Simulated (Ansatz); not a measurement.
## Loss of CH4: C3H7Ga → C2H3Ga + CH4

Species: C3H7Ga `C=C[CH2][GaH2]`, singlet; C2H3Ga `C#[C][GaH2]`, singlet; CH4 `C`, singlet. This is a balance of energies; it says nothing on the path, which may need atoms to shift.

Shapes, held fixed at every level: PBE0-D4/def2-TZVP. Flexible molecules stand in one conformer, not always the lowest. Programs: Ansatz 0.2.0. The zero-point and thermal change to 298 K, harmonic and unscaled (PBE0-D4/def2-TZVP), is -11.9 kJ/mol.

(1) Estimate ΔH(298 K) of this reaction.

Answers

(1) The highest level, CCSD(T)/def2-TZVPP, gives ΔH(298 K) = +89.6 kJ/mol; the levels span +52.6 to +120.9. The column of differences is taken from that level and isn't an error. No measured value is set beside it here. Relativity is left out for Ga. Outer-core shells of Ga are correlated, in sets that cover them unevenly.

| level | kind | ΔH(298 K) (kJ/mol) | less CCSD(T)/def2-TZVPP |
| --- | --- | --- | --- |
| HF/def2-SVP | Hartree–Fock | +52.6 | -37.0 |
| PBE-D4/def2-TZVPP | GGA | +120.9 | +31.3 |
| BHLYP-D4/def2-TZVPP | global hybrid | +95.3 | +5.7 |
| MP2/def2-SVP | perturbation theory | +87.8 | -1.8 |
| MP2/def2-TZVPP | perturbation theory | +92.1 | +2.5 |
| CCSD(T)/def2-SVP | coupled cluster or CI | +86.9 | -2.7 |
| CCSD/def2-SVP | coupled cluster or CI | +82.8 | -6.8 |
| CCSD(T)/def2-TZVPP | coupled cluster or CI | +89.6 | 0.0 |
